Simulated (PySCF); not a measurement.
Working out the excitation energy of P

P [Ne] 3s2 3p3 (4S) → P [Ne] 3s1 3p3 3d1 (6D). All numbers are calculated (PySCF 2.14, the spin-free X2C one-electron Hamiltonian (Gaussian nucleus), in x2c-TZVPPall with one added diffuse shell each of s, p, d type (6s6p4d1f, 51 functions)). Frozen: 1s2. Energies in hartree (1 hartree = 27.21139 eV):

```json
{"part": "UHF", "P (lower)": "-341.526346", "P (upper)": "-341.069858"}
{"part": "MP2 opposite-spin", "P (lower)": "-0.171808", "P (upper)": "-0.107889"}
{"part": "MP2 same-spin", "P (lower)": "-0.071522", "P (upper)": "-0.072352"}
```

Task: What does Hartree-Fock give?

Result: (-341.069858) − (-341.526346) = 0.456488 hartree = 12.422 eV.

Task: What do MP2 and SCS-MP2 (6/5 opposite-spin, 1/3 same-spin) give?

Result: The opposite-spin parts differ by 1.739 eV and the same-spin parts by -0.023 eV. MP2: 12.422 + (1.739) + (-0.023) = 14.138 eV. SCS-MP2: 12.422 + 1.2 × (1.739) + (-0.023)/3 = 14.501 eV.

The upper state lies above the first ionisation limit, but in LS coupling its spin forbids autoionisation to the ground ion.
